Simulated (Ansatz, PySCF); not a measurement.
BH₂O₃, SMILES [O]B(O)O, multiplicity 2. Atoms are numbered in the order given.

```xyz
6

O      0.0000    -0.0001     1.4350
B      0.0000     0.0000     0.0552
O      0.0000    -1.2267    -0.5466
O      0.0000     1.2268    -0.5465
H      0.0000    -1.2135    -1.5077
H      0.0000     1.2136    -1.5076
```
Charge 0, spin multiplicity 2.

Geometry optimised at ωB97X-D3(BJ)/def2-SVP. The isomer is the one that the SMILES or the coordinates give; other isomers of the formula were not compared. One conformer was computed; it need not be the lowest.

Two levels are set side by side: PBE-D3(BJ)/def2-SVP (Ansatz, a quantum-chemistry and plane-wave program) and ωB97X-D3(BJ)/def2-SVP (PySCF). Each level has its own optimised geometry; the coordinates shown are those of the second. Differences are taken from unrounded values.

```json
[
 {"quantity": "mean bond length (Å)", "ωB97X-D3(BJ)": "1.207", "PBE-D3(BJ)": "1.215", "PBE-D3(BJ) minus ωB97X-D3(BJ)": "0.008"},
 {"quantity": "bond O1–B2 (Å)", "ωB97X-D3(BJ)": "1.380", "PBE-D3(BJ)": "1.383", "PBE-D3(BJ) minus ωB97X-D3(BJ)": "0.003"},
 {"quantity": "bond B2–O3 (Å)", "ωB97X-D3(BJ)": "1.366", "PBE-D3(BJ)": "1.374", "PBE-D3(BJ) minus ωB97X-D3(BJ)": "0.008"},
 {"quantity": "bond B2–O4 (Å)", "ωB97X-D3(BJ)": "1.366", "PBE-D3(BJ)": "1.374", "PBE-D3(BJ) minus ωB97X-D3(BJ)": "0.008"},
 {"quantity": "bond O3–H5 (Å)", "ωB97X-D3(BJ)": "0.961", "PBE-D3(BJ)": "0.971", "PBE-D3(BJ) minus ωB97X-D3(BJ)": "0.010"},
 {"quantity": "bond O4–H6 (Å)", "ωB97X-D3(BJ)": "0.961", "PBE-D3(BJ)": "0.971", "PBE-D3(BJ) minus ωB97X-D3(BJ)": "0.010"}
]
```

GGA bonds tend to be longer and softer than those of functionals with exact exchange. Differences between two approximate levels are no errors against the true value.
